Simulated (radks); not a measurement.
All-electron atom: Lu4+ in [Xe] 4f13.

Calculated with a radial shooting solver on a logarithmic mesh with Libxc functionals: scalar-relativistic Kohn-Sham, PBE, spin-polarised, spherical densities, finite nucleus; open shells are filled with parallel spins first (spin-orbit coupling, left out, can overturn this in heavy ions); Fermi nuclear charge, rms radius 5.37 fm.

Energy parts (eV):
| part | energy |
|---|---|
| total | -396150.71 |
| kinetic | 432753.02 |
| electron-nucleus | -972882.87 |
| Hartree | 152103.38 |
| exchange-correlation | -8124.24 |

Orbitals (lengths in bohr, moments of r in powers of bohr; <r^-3> diverges for s and p1/2; r(max) is where P^2 peaks):
orbital	occ.	eigenvalue (eV)	<r^-3>	<r^4>	r(max)
1s down	1	-63274.13	-	7.073e-07	0.01214
1s up	1	-63274.13	-	7.073e-07	0.01214
2s up	1	-10812.28	-	0.0001081	0.06931
2s down	1	-10812.26	-	0.0001081	0.06931
2p up	3	-9519.549	16860	0.00008346	0.05660
2p down	3	-9519.538	16860	0.00008346	0.05660
3s up	1	-2489.270	-	0.004025	0.1958
3s down	1	-2488.761	-	0.004023	0.1957
3p up	3	-2101.183	3697	0.004287	0.1931
3p down	3	-2100.674	3698	0.004284	0.1931
3d up	5	-1634.719	483.3	0.003335	0.1574
3d down	5	-1634.331	483.5	0.003332	0.1574
4s up	1	-535.4491	-	0.09631	0.4460
4s down	1	-534.4487	-	0.09635	0.4460
4p up	3	-407.9030	845.9	0.1279	0.4669
4p down	3	-406.9255	845.5	0.1280	0.4669
4d up	5	-241.3770	93.72	0.1937	0.4803
4d down	5	-240.4215	93.63	0.1942	0.4803
5s up	1	-105.8687	-	3.130	1.031
5s down	1	-105.4469	-	3.154	1.032
5p up	3	-74.8080	119.8	5.838	1.168
5p down	3	-74.5052	118.9	5.892	1.170
4f up	7	-57.9896	14.69	0.8662	0.4652
4f down	6	-57.1122	14.62	0.8915	0.4656

The highest occupied level is 4f down at -57.112 eV. Spin moment in Bohr magnetons: 1. The spin density at the nucleus is 0.263 e/bohr^3 (1s 0.003, 2s -0.324, 3s -4.359, 4s 1.413, 5s 3.530).
